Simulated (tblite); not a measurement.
Species: C₅H₄ClO₂ (doublet state).
Numbering: `[CH2:1][c:2]1[cH:3][o:4][c:5]([OH:6])[c:7]1[Cl:8]` (hydrogens: H9, H10 on C1; H11 on C3; H12 on O6)

Geometry (GFN2-xTB, Å), atoms numbered from 1 in this order:
```
atom  x, y, z in Å
C1    -2.1319   -0.3689   -0.0693
C2    -0.8098    0.0072   -0.0045
C3    -0.2660    1.2762    0.2087
O4     1.0896    1.2302    0.2079
C5     1.4490   -0.0572   -0.0053
O6     2.7538   -0.3539   -0.0470
C7     0.3537   -0.8482   -0.1435
Cl8    0.3334   -2.5306   -0.4299
H9    -2.3938   -1.3946   -0.2423
H10   -2.9147    0.3544    0.0518
H11   -0.7261    2.2298    0.3594
H12    3.2640    0.4549    0.0880
```

Computed with GFN2-xTB (tblite): harmonic, unscaled wavenumbers at the GFN2-xTB geometry, gas phase. The method is semi-empirical: single wavenumbers can be off by several per cent or more. One conformer, not necessarily the lowest. Open shells enter through the occupations alone, without spin polarisation, and single modes of such species can be off by tens of per cent.

Harmonic wavenumbers (cm⁻¹): 140.0, 172.1, 260.2, 260.4, 327.7, 342.0, 446.0, 482.1, 486.7, 579.8, 590.4, 609.5, 640.6, 714.3, 735.8, 947.4, 996.0, 1082.8, 1117.3, 1146.2, 1226.3, 1292.5, 1353.1, 1398.3, 1510.5, 1641.2, 3139.8, 3183.1, 3190.5, 3510.6.

A = 2162, B = 1958, C = 1027 MHz; mass 130.990 u (most abundant isotopes); point group Cs, symmetry number 1; spin multiplicity 2.

Q: Zero-point energy?

A: Half the sum of the wavenumbers: 16762 cm⁻¹ = 47.92 kcal/mol.

Q: Entropy at 350 K, 1 bar (ideal gas, RRHO, classical rotation)?

A: Translation 41.35, rotation 29.17, vibration 19.93, spin (R ln 2) 1.38: S = 91.8 cal/(mol K).

Q: And Cp and H(350 K) − H(0)?

A: Cp = 33.90 cal/(mol K), of which vibrations give 25.95 (their classical limit is 30 R = 59.6); H(350 K) − H(0) = 7.02 kcal/mol without the zero-point energy, 4.23 from vibrations.

Q: What must be added to the electronic energy to get the Gibbs energy at 350 K and 1 bar?

A: ZPE + [H(350 K) − H(0)] − T·S = 47.92 + 7.02 − 32.14 = 22.80 kcal/mol.

Q: Which modes carry the vibrational entropy at 350 K?

A: 140.0 cm⁻¹: 3.11; 172.1 cm⁻¹: 2.72; 260.2 cm⁻¹: 1.95; 260.4 cm⁻¹: 1.94; 327.7 cm⁻¹: 1.54; 342.0 cm⁻¹: 1.47 cal/(mol K); the other 24 give 7.20 together.

Hindered rotation and anharmonicity are outside this model. Other conformers, if any are populated, would add a mixing term that is left out.

Time: 0.46 s wall. Hardware: one thread, Intel Xeon at 2.70 GHz (x86_64), shared host with 64 logical CPUs at a one-minute load of 56. The figure is for the frequency step alone.
